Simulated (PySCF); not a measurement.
Geometry:
```csv
atom,x (Å),y (Å),z (Å)
C1,2.735,-0.576,-0.697
C2,1.718,-0.208,-0.152
C3,0.496,0.237,0.511
C4,-0.376,1.155,-0.310
C5,-1.633,0.670,-0.322
C6,-1.679,-0.584,0.434
C7,-0.451,-0.867,0.910
H8,3.633,-0.905,-1.183
H9,0.786,0.783,1.434
H10,-0.005,2.062,-0.786
H11,-2.492,1.130,-0.813
H12,-2.578,-1.185,0.584
H13,-0.147,-1.729,1.503
```

Geometry: PBE0-D3(BJ)/def2-SVP; GIAO shifts from PySCF 2.14.0 with density-fitted response routines, gas phase, non-relativistic, averaged over equivalent atoms.

At PBE0/pcSseg-1 (149 basis functions, 12 s wall time on 1 thread of an Arm Neoverse V2, shared host):
```
  atoms  δ (ppm)
  C4/C7    144.3
  C5/C6    140.5
     C2     79.3
     C1     77.9
     C3     45.6
H11/H12     6.62
H10/H13     6.58
     H9     3.84
     H8     2.09
```

Referencing at the same level of theory: ¹³C (184.41 ppm), ¹H (31.27 ppm) against TMS.

Task: Estimate the result of repeating the calculation with WP04/pcSseg-2.

Result: 
| atoms | δ at WP04/pcSseg-2 | change |
| --- | --- | --- |
| C4/C7 | 147.1 | +2.8 |
| C5/C6 | 143.4 | +2.9 |
| C2 | 75.2 | -4.1 |
| C1 | 70.8 | -7.1 |
| C3 | 48.9 | +3.3 |
| H11/H12 | 6.43 | -0.19 |
| H10/H13 | 6.39 | -0.19 |
| H9 | 3.83 | -0.01 |
| H8 | 1.76 | -0.33 |

Scale: ¹³C (σref 172.10) and ¹H (σref 31.61) against TMS (reference shieldings calculated alike).

The largest change is at C1 (terminal alkyne carbon). Cost: 336 basis functions, 46 s wall time on 1 thread of an Arm Neoverse V2, shared host. The order of the carbon signals is the same at both levels.
